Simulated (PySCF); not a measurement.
H₈N₃Si₃, SMILES N1[SiH2]N[SiH2]N[SiH]1 (connectivity only; charge and spin as stated), charge +1, multiplicity 1. Atoms are numbered in the order given.

```xyz
14

N      0.0234     0.8969    -1.4287
Si    -0.0747     1.7344     0.0000
N      0.0234     0.8969     1.4287
Si     0.1264    -0.9124     1.5503
N     -0.4273    -1.4513     0.0000
Si     0.1264    -0.9124    -1.5503
H      0.0554     1.4331    -2.2978
H     -0.2034     3.1995     0.0000
H      0.0554     1.4331     2.2978
H     -0.7867    -1.3549     2.6251
H      1.5490    -1.2268     1.8136
H     -1.2610    -2.0360     0.0000
H     -0.7867    -1.3549    -2.6251
H      1.5490    -1.2268    -1.8136
```
Charge +1, spin multiplicity 1.

Geometry: ωB97X-D3(BJ)/def2-SVP. The spin state was assumed, not searched. The isomer is the one that the SMILES or the coordinates give; other isomers of the formula were not compared.

Computed with SMD-ωB97X/def2-SVP (PySCF).

Solvation free energies are E(SMD) − E(gas) at the gas-phase geometry, for 1 M in both phases.

Computed solvation free energies in water, cyclohexanone, acetone:
```
solvent        ΔG(solv) (kcal/mol)  its non-electrostatic (CDS) part
-------------  -------------------  --------------------------------
water                        -50.6                               4.5
cyclohexanone                -50.7                               1.3
acetone                      -52.5                               0.4
```
